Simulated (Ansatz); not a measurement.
System: C6H12, charge 0, multiplicity 1. 
Coordinates optimised at B3LYP-D3(BJ)/def2-TZVP (Ansatz, a first-principles code):
SMILES: C(CC)C(C)=C
```xyz
18

C      2.6686    -0.0738    -0.6135
C      1.1755     0.2182    -0.7266
C      0.3894    -0.2751     0.4955
C     -1.0844     0.0318     0.4429
C     -1.6512     0.8776     1.2995
C     -1.8789    -0.6650    -0.6257
H      3.0978     0.4090     0.2676
H      3.2124     0.2862    -1.4888
H      2.8534    -1.1471    -0.5243
H      0.7824    -0.2492    -1.6330
H      1.0139     1.2943    -0.8384
H      0.5281    -1.3598     0.5829
H      0.8190     0.1697     1.3966
H     -2.7102     1.1023     1.2605
H     -1.0737     1.3727     2.0708
H     -2.9397    -0.4271    -0.5542
H     -1.7622    -1.7503    -0.5484
H     -1.5351    -0.3834    -1.6243
```
Charge 0, spin multiplicity 1.

Quantity: atomisation energy (electronic, to ground-state atoms), in eV. Valence correlation only, unless marked. UHF or UKS for open shells. No spin-orbit coupling. No relativistic terms. The coupled-cluster limit lacks core correlation, which all-electron functionals hold. Basis-set limits of correlation are two-point, X^-3; Hartree-Fock from the larger set.

```json
[
 {"level": "SVWN5/def2-TZVPD", "program": "Ansatz", "atomisation energy (eV)": "85.61"},
 {"level": "PBE0-D3(BJ)/def2-TZVP", "program": "Ansatz + dftd3", "atomisation energy (eV)": "76.26"},
 {"level": "r2SCANh-D4/def2-TZVPD", "program": "Ansatz + dftd4", "atomisation energy (eV)": "75.53"},
 {"level": "RPA@PBE/cc-pVQZ", "program": "Ansatz", "atomisation energy (eV)": "?"},
 {"level": "SCS-MP2/6-31G*", "program": "Ansatz", "atomisation energy (eV)": "69.73"},
 {"level": "SCS-MP2/cc-pVQZ", "program": "Ansatz", "atomisation energy (eV)": "75.68"},
 {"level": "CCSD/STO-3G", "program": "Ansatz", "atomisation energy (eV)": "79.40"},
 {"level": "CCSD/6-31G", "program": "Ansatz", "atomisation energy (eV)": "?"},
 {"level": "CCSD(T)/CBS(cc-pVTZ,cc-pVQZ)", "program": "Ansatz", "atomisation energy (eV)": "?"}
]
```

Some entries are withheld; supply them.


- RPA@PBE/cc-pVQZ, atomisation energy (eV): 71.88
- CCSD/6-31G, atomisation energy (eV): 66.29
- CCSD(T)/CBS(cc-pVTZ,cc-pVQZ), atomisation energy (eV): 75.62
